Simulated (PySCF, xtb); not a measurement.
CH₁₁NOSi₃, SMILES O[SiH2]C[SiH2]N[SiH3].

GFN2-xTB in xtb at its own geometry gives an orbital gap of 5.11 eV and a dipole moment of 2.15 D.

Coordinates come from a TPSSh-D3(BJ)/def2-SVP optimisation. This is a generated structure with no PubChem entry under its InChIKey; it may be hypothetical. Other conformers were not sampled.

**Question.** What does M06-2X/def2-TZVP (PySCF) give? (Estimate from the structure and the level; the computed values follow.)

**Answer.** gap 9.56 eV (levels -9.03 and 0.53 eV), dipole 2.42 D.
